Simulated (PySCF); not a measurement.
Species: C6H9F.
SMILES: `C[C@@H]1[C@@H](F)C12CC2`

The closed-shell ground state was solved at several levels (PySCF, density fitting, gas phase, non-relativistic). Isolated species at its PBE0-D3(BJ)/def2-SVP geometry, gas phase.

```
            level  basis functions  total energy (Eh)  HOMO (eV)  LUMO (eV)  gap (eV)  dipole (D)
    PBE0/pcSseg-1              164          -333.4108      -7.60       1.54      9.14        1.79
wB97X-D/def2-SVPD              215          -333.4945      -9.54       2.42     11.96        1.90
   B97-2/pcSseg-1              164          -333.6786      -7.33       1.56      8.89        1.78
```

Q: What might B3LYP/pcJ-1 (279 basis functions) give for the same quantities?

A: Total energy -333.8373 Eh, HOMO -7.36 eV, LUMO 1.25 eV, gap 8.61 eV, dipole 1.76 D.

Q: Over all these levels, which gives the widest orbital gap and which the narrowest?

A: wB97X-D/def2-SVPD (range-separated hybrid) has the widest, 11.96 eV, and B3LYP/pcJ-1 (global hybrid, 20 % exact exchange) the narrowest, 8.61 eV. Functional and basis both differ between the two, so the spread mixes both effects.

Q: How far do the dipole and the HOMO energy spread over the levels?

A: The dipole runs from 1.76 to 1.90 D (mean 1.81 D) and the HOMO from -9.54 to -7.33 eV.

Note: wB97X-D ran without an empirical dispersion term, which enters the total energy and its gradient alone.
